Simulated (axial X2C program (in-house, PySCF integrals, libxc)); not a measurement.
# RhGe⁺: bond constants with and without spin–orbit coupling

All values were computed with an in-house relativistic program for diatomic molecules. Spin-free means the one-electron spin-free X2C Hamiltonian; two-component (2c) means X2C with spin–orbit coupling and atomic mean-field two-electron Coulomb and Gaunt terms, so the difference of the two also holds small scalar two-electron terms. Basis: Rh dyall-v3z [12s12p8d3f2g], Ge dyall-v3z [9s9p7d1f] (cores contracted in-house); Gaussian nuclei, density fitting, unrestricted open shells. Masses: Rh 102.906 u, Ge 73.921 u.

The run was started with this input:
```json
{
 "zs": [
  45,
  32
 ],
 "q": 1,
 "bas": [
  "dyall-v3z",
  "dyall-v3z"
 ],
 "levels": [
  "PBE0",
  "HF",
  "B97-3",
  "PBE50"
 ],
 "cc": false,
 "r0": 2.46,
 "npts": 10,
 "nst": 2,
 "ntry": 6
}
```
```bash
python so2c.py task.json out
```

Keys: zs atomic numbers; q charge; bas basis sets; levels methods; cc coupled cluster on or off; r0 starting distance in Å; npts points on the curve; nst determinants followed; ntry starts of the search. HF also brings MP2.

State, spin-free: M_S = 0, Λ = 0 (closed shell); electrons by block: σα: 16, σβ: 16, π+α: 8, π+β: 8, π-α: 8, π-β: 8, δ+α: 3, δ+β: 3, δ-α: 3, δ-β: 3. Fragments: Rh+ + Ge.

State, 2c: Ω = 0 (closed shell); electrons by block: 1/2: 24, -1/2: 24, 3/2: 11, -3/2: 11, 5/2: 3, -5/2: 3. Fragments: Rh+ + Ge.

```tsv
Hamiltonian	level	Re (Å)	ωe (cm⁻¹)	ωexe (cm⁻¹)	αe (cm⁻¹)	De (eV)	D0 (eV)	k (mdyn/Å)	μ (D)
spin-free	PBE0	2.117	376.9	0.946	0.000295	3.88	3.86	3.6	0.60
spin-free	B97-3	2.130	367.1	0.967	0.000301	3.81	3.79	3.42	0.72
spin-free	PBE50	2.092	385.0	1.32	0.00034	2.63	2.60	3.76	0.69
2c	PBE0	2.119	373.9	0.981	0.000301	n/a	n/a	3.54	0.59
```

Dipoles are positive if Ge is the positive end and refer to the centre of mass.

One determinant describes the state; a PBE0 search over occupations chose it and may have missed a lower one. Closed shells are restricted here (equal orbitals for both partners); the stretched side of such a curve lies too high. De is counted from the lowest determinant-based energies of the atoms at the same level, without counterpoise correction. De is not given where an atomic determinant may have missed its ground term or J level, or where the truncated virtual space spoils (T). Other states lie close and PBE0, whose exact exchange favours high spin, may order them wrongly; the determinant shown need not be the ground state. The nearest other spin-free determinant of the search, M_S = 1, Λ = 2, lies 0.34 eV up at the distance of the search. The functionals have no current-density term, which raises determinants with orbital currents, atoms included.

No reliable constants came from B97-3 (2c), HF (2c), HF (spin-free), MP2 (2c), MP2 (spin-free), PBE50 (2c): no minimum in range, unconverged points, a curve that is not smooth, a change of character along it, or the two Hamiltonians disagreeing along it.

Rough cost a point (2c) on 1 thread(s) of a shared host, integrals apart: PBE0 1.1 s.
